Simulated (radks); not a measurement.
Pr IV, 56 electrons, occupied as [Xe] 5d2 (not the ground configuration). Method: Dirac Kohn-Sham, SOGGA, spin-unpolarised, spherical densities, finite nucleus; open shells are shared between the two j in proportion to 2j + 1; Fermi nuclear charge, rms radius 4.8919 fm; computed with a radial shooting solver on a logarithmic mesh with Libxc functionals.

Unscreened Slater integrals over Kohn-Sham orbitals (eV). Large and small components are both included. Empty in this configuration: 4f5/2.

integral,value
"F0(5d5/2,5d5/2)",11.551
"F2(5d5/2,5d5/2)",6.1380
"F4(5d5/2,5d5/2)",4.1236
"F0(5d5/2,5d3/2)",11.625
"F2(5d5/2,5d3/2)",6.1753
"G2(5d5/2,5d3/2)",6.1729
"G4(5d5/2,5d3/2)",4.1471
"F0(5d5/2,5p3/2)",12.926
"F2(5d5/2,5p3/2)",6.5295
"G1(5d5/2,5p3/2)",7.8203
"G3(5d5/2,5p3/2)",4.8882
"F0(5d5/2,5p1/2)",13.098
"G3(5d5/2,5p1/2)",4.6779
"F0(5d5/2,4f5/2)",14.509
"F2(5d5/2,4f5/2)",4.0574
"F4(5d5/2,4f5/2)",2.0398
"G1(5d5/2,4f5/2)",1.7228
"G3(5d5/2,4f5/2)",1.5031
"G5(5d5/2,4f5/2)",1.1757
"F0(5d3/2,5d3/2)",11.700
"F2(5d3/2,5d3/2)",6.2156
"F0(5d3/2,5p3/2)",13.037
"F2(5d3/2,5p3/2)",6.6265
"G1(5d3/2,5p3/2)",8.0093
"G3(5d3/2,5p3/2)",5.0042
"F0(5d3/2,5p1/2)",13.216
"G1(5d3/2,5p1/2)",7.6827
"F0(5d3/2,4f5/2)",14.674
"F2(5d3/2,4f5/2)",4.1557
"G1(5d3/2,4f5/2)",1.8026
"G3(5d3/2,4f5/2)",1.5611
"F0(5p3/2,5p3/2)",15.125
"F2(5p3/2,5p3/2)",8.2006
"F0(5p3/2,5p1/2)",15.438
"G2(5p3/2,5p1/2)",8.3104
"F0(5p3/2,4f5/2)",18.119
"F2(5p3/2,4f5/2)",6.4026
"G2(5p3/2,4f5/2)",3.0853
"G4(5p3/2,4f5/2)",2.4651
"F0(5p1/2,5p1/2)",15.780
"F0(5p1/2,4f5/2)",18.754
"G2(5p1/2,4f5/2)",3.4845
"F0(4f5/2,4f5/2)",28.168
"F2(4f5/2,4f5/2)",13.642
"F4(4f5/2,4f5/2)",8.6112
